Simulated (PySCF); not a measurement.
## A thermochemical cycle for CaCd

MP2 in PySCF with def2-SVP on every atom (core potentials on Cd), for the lowest determinant that a PBE0 search found; no spin–orbit coupling. CaCd, a singlet (closed shell), has De = 0.07 eV to neutral atoms, and CaCd⁺, a doublet (σ ↑), has De = 0.43 eV to Ca⁺ + Cd.

The adiabatic ionisation energy of CaCd, between the minima, is 5.45 eV.

Problem. Which ionisation energy of the Ca atom does this level give?

Solution. IE(Ca) = IE(molecule) + De(ion) − De(neutral) = 5.45 + 0.43 − 0.07 = 5.81 eV; the measured value is 6.113 eV (NIST ASD).

Correlated steps freeze 5 core orbitals. Weak bonds: CaCd, CaCd⁺. Basis-set superposition, not corrected here, can be much of De in a small basis, most of all at correlated wavefunction levels. Spin–orbit coupling is left out. For an ion De counts to the pair picked by the measured ionisation energies or electron affinities, which need not be the lowest pair at this level. States were picked by a PBE0 search and need not be the measured ground states.
